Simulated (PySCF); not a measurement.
Pb(OH)(NH2) (H₃NOPb), SMILES [NH2][Pb][OH] (connectivity only; charge and spin as stated), neutral, multiplicity 1.

The structure is a stationary point at B3LYP-D3(BJ)/def2-TZVP. The def2 effective core potentials stand for the cores of Pb; spin–orbit coupling is left out. One conformer was computed; it need not be the lowest.

The numbers are results of ωB97X/def2-TZVPD run with PySCF, not measurements.

Symmetry labels are those of the subgroup Cs that the program uses (full group Cs).

### Question
List the valence orbital energies around the gap with their symmetry. (Estimate from the structure and the level; the computed values follow.)

### Answer

```csv
orbital,symmetry,energy (eV)
HOMO−7,A',-24.76
HOMO−6,A',-16.89
HOMO−5,A',-15.53
HOMO−4,A',-14.17
HOMO−3,A',-10.99
HOMO−2,A",-10.66
HOMO−1,A',-10.02
HOMO,A",-9.35
LUMO,A",-0.02
LUMO+1,A',1.34
LUMO+2,A',1.63
LUMO+3,A',1.77
```
